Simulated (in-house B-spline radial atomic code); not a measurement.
Configurations of Nb5+, with energies counted from [Ar] 3d10 4s2 4p6. Computed with a radial B-spline atomic code at the basis-set limit: non-relativistic BP86, spin-polarised, spherical fractional occupations, point nucleus. Shells without spins written out take the highest spin.

Occupations are held fixed; configurations that lie above the ionisation limit could autoionise.

```tsv
configuration	E - E(ref) (eV)	highest orbital	its <r> (bohr)
[Ar] 3d9 4s2 4p6 5s1	230.94	5s up	2.39
[Ar] 3d(5 up, 4 down) 4s2 4p6 5f(0 up, 1 down)	260.28	5f down	4.255
[Ne] 3s2 3p5 3d10 4s2 4p6 4d1	356.03	4d up	1.436
[Ne] 3s2 3p(3 up, 2 down) 3d10 4s2 4p6 5p(1 up, 0 down)	379.68	5p up	2.618
[Ne] 3s2 3p5 3d10 4s2 4p6 4f1	389	4f up	2.194
[Ne] 3s2 3p5 3d10 4s2 4p6 5d1	390.9	5d up	3.182
```

(1) Order these further configurations by energy, lowest first.
A. [Ar] 3d9 4s2 4p6 5d1
B. [Ar] 3d10 4s1 4p6 4d1
C. [Ar] 3d10 4s2 4p(2 up, 3 down) 5f(0 up, 1 down)
D. [Ar] 3d10 4s2 4p5 5d1
E. [Ar] 3d10 4s1 4p6 5p1

(2) How far above the reference does [Ar] 3d10 4s2 4p5 5s1 lie?

(3) How far above the reference does [Ar] 3d10 4s2 4p(2 up, 3 down) 5p(0 up, 1 down) lie?

Answers

(1) B (57.539 eV), D (68.18 eV), C (78.8 eV), E (80.096 eV), A (249.36 eV).

(2) 49.939 eV; its least bound orbital is 5s up with <r> = 2.422 bohr.

(3) 57.086 eV; its least bound orbital is 5p down with <r> = 2.656 bohr.
